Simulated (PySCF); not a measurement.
C2H5FO2Si, SMILES C[Si@@H](OC=O)F.

Geometry optimised at B3LYP-D3(BJ)/def2-SVP. The structure was generated by enumeration; whether it is a known compound was not checked. The values are those of a single conformer.

Two levels are set side by side: TDDFT-PBE/def2-SVPD (PySCF) and TDDFT-LC-ωPBE/def2-SVPD (PySCF). Vertical, same geometry. The lowest singlet is HOMO→LUMO 100 % with PBE and HOMO→LUMO 86 % with the other functional; states are paired by order. Differences are taken from unrounded values.

| quantity | TDDFT-LC-ωPBE |
|---|---|
| lowest singlet excitation (eV) | 5.75 |
| lowest triplet excitation (TDA) (eV) | 5.16 |
| first bright state (f over 0.05) (eV) | 8.28 |
| its oscillator strength | 0.09 |

Question: What does TDDFT-PBE give, and how far is it from TDDFT-LC-ωPBE? (An estimate is asked for; the answer gives what the named calculation found.)

Answer: 
| quantity | TDDFT-PBE | TDDFT-PBE minus TDDFT-LC-ωPBE |
|---|---|---|
| lowest singlet excitation (eV) | 5.51 | -0.24 |
| lowest triplet excitation (TDA) (eV) | 4.96 | -0.21 |
| first bright state (f over 0.05) (eV) | 8.01 | -0.27 |
| its oscillator strength | 0.06 | -0.03 |

Functionals without exact exchange tend to place singlet excitations lower, as here. Differences between two approximate levels are no errors against the true value.

Rough cost on one machine, each run with all the roots and properties that it gave: TDDFT-LC-ωPBE against TDDFT-PBE about 5 times.
